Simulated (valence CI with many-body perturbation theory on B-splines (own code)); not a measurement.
Values are calculated unless marked as measured or tabulated.
## Sensitivity of CI+MBPT for Eu⁴⁸⁺

Method: configuration interaction combined with many-body perturbation theory (CI+MBPT): five valence electrons over a frozen Dirac-Fock core [Ne], radial functions for each j: 6 s, 6 p, 5 d, 3 f, 1 g, with the one-electron correlation potential Σ1 (screened to all orders), the two-electron term Σ2, the three-electron term Σ3, Breit, model QED; selected single and double excitations, second order for the rest, scaled by the run's own slope (own B-spline code, finite nucleus).

The last digits are not significant, and no measured levels were compared; by estimate large intervals hold to a few tenths of a per cent, small ones and those within an open d or f shell to about a per cent. Among the levels kept, up to 690 cm⁻¹ of a level comes from second order outside the variational space, and about a tenth of that is noise between levels of different J, which matters for small intervals.

The reference run has the lowest level (3s^2 3p1/2^2 3p3/2) J=3/2 and an ionisation energy of 4133.68 eV. Its largest variational space holds 9998 state functions.

Levels are named by their leading jj configuration (3d3/2^4 stands for four electrons in 3d with j = 3/2), which in mixed levels can hold well under half, so a name can repeat and another be missing. Letters in brackets count levels of one name in rising energy.

Changed runs:
A. three-electron term on → off
B. lowest core n in screening and Σ2 1 → 3
C. scale of Σ2 1 → 0.8; core polarisation of operators on → off
D. box radius (bohr) 1.7202 → 0.44 (bad on purpose)

Excitation energies of the reference run in cm⁻¹, and shifts in cm⁻¹:

```csv
Level,Reference,A,C
(3s^2 3p1/2 3p3/2^2) J=3/2,1242690,-209,-211
(3s^2 3p1/2 3p3/2^2) J=5/2,1322530,+2.4,-152
(3s^2 3p1/2 3p3/2^2) J=1/2,1422420,+252,-79
(3s^2 3p1/2^2 3d3/2) J=3/2,1503480,+917,+428
(3s^2 3p1/2^2 3d5/2) J=5/2,1880560,+1120,+576
(3s 3p1/2^2 3p3/2^2) J=5/2,2342810,-735,+39
(3s 3p1/2^2 3p3/2^2) J=3/2,2539350,-576,+303
(3s 3p1/2^2 3p3/2^2) J=1/2,2540680,-568,+186
(3s^2 3p3/2^3) J=3/2,2677280,+89,-308
(3s^2 3p1/2 3p3/2 3d3/2) J=5/2 [a],2734520,+522,+234
(3s^2 3p1/2 3p3/2 3d3/2) J=3/2 [a],2751110,+552,+297
(3s^2 3p1/2 3p3/2 3d3/2) J=1/2 [a],2753060,+547,+240
Ionisation energy (eV),4133.68,+0.43,-0.014
```

Run B: It gave no result: the setting left no core shell for the response of the core. The program said: "need at least one array to concatenate".

Run D: It gave no result. The program said: "need at least one array to concatenate".
